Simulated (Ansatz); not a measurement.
# Two-coordinate energy map

GeN$_{2}$H$_{6}$ (SMILES [NH2][GeH2][NH2]), closed shell, PBE0-D4/def2-TZVP minimum:

```csv
atom,x (Å),y (Å),z (Å)
N1,-1.1058,0.6395,-0.8460
Ge2,0.5209,0.2715,-0.0875
N3,0.1787,-1.1624,1.0006
H4,-1.4687,-0.0967,-1.4353
H5,-1.1624,1.5196,-1.3379
H6,0.9491,1.5861,0.6056
H7,1.6428,-0.2040,-1.0400
H8,0.9956,-1.6309,1.3653
H9,-0.4617,-0.9692,1.7580
```

Rows set the angle Ge2–N1–H4 (°; 114.5 at the minimum), columns the dihedral angle N1–Ge2–N3–H8 (°; 168.1), set in this order; the parts move rigidly, in a bend the first-named atom's side turns in the plane, and in a torsion the whole end group turns. CCSD(T) energies count from the value at that structure, in kcal/mol. Computed with Ansatz 0.2.0 (basis: def2-TZVPP); correlated methods freeze the cores. Filled d shells of the heavier atoms are correlated. The def2 sets are not built for correlating such inner shells, so the correlated values are less sure here.

```tsv
Ge2–N1–H4 \ N1–Ge2–N3–H8	-156.9	-111.9	-66.9	-21.9	23.1	68.1	113.1	158.1
96.5	5.74	8.25	6.59	5.30	7.66	9.23	6.92	4.23
105.5	2.51	5.16	?	2.35	4.44	5.93	3.80	1.10
114.5	1.44	4.18	2.88	1.53	3.36	4.77	2.83	0.13
123.5	2.36	5.17	4.04	2.69	4.28	5.61	3.85	1.16
132.5	5.15	?	7.01	5.67	7.06	8.31	6.70	4.05
```

Question: Fill in the withheld cells. (An estimate is asked for; the value comes from the calculation.)

Answer: By the calculation: (105.5, -66.9): 3.68; (132.5, -111.9): 8.00 kcal/mol. These count from the CCSD(T) energy at the PBE0-D4 minimum.

The same grid for a cheaper method: PBE0-D4 − CCSD(T), both counted from the minimum, in kcal/mol:
```csv
Ge2–N1–H4 \ N1–Ge2–N3–H8,-156.9,-111.9,-66.9,-21.9,23.1,68.1,113.1,158.1
96.5,-0.01,-0.14,0.01,0.00,-0.05,-0.06,-0.07,0.06
105.5,-0.07,-0.21,-0.06,-0.06,-0.12,-0.13,-0.14,0.01
114.5,-0.10,-0.25,-0.10,-0.11,-0.16,-0.17,-0.17,-0.02
123.5,-0.13,-0.29,-0.14,-0.15,-0.19,-0.20,-0.20,-0.04
132.5,-0.16,-0.32,-0.18,-0.19,-0.22,-0.22,-0.23,-0.07
```

The T1 diagnostic stays at or below 0.011.

For scale, one of the runs: CCSD(T)/def2-TZVPP, 194 basis functions (an equivalent command: `ansatz run in.yaml --threads 4`). Time: 41 s of wall clock on 4 CPU threads; the host was shared. Peak host memory: 2.3 GiB.
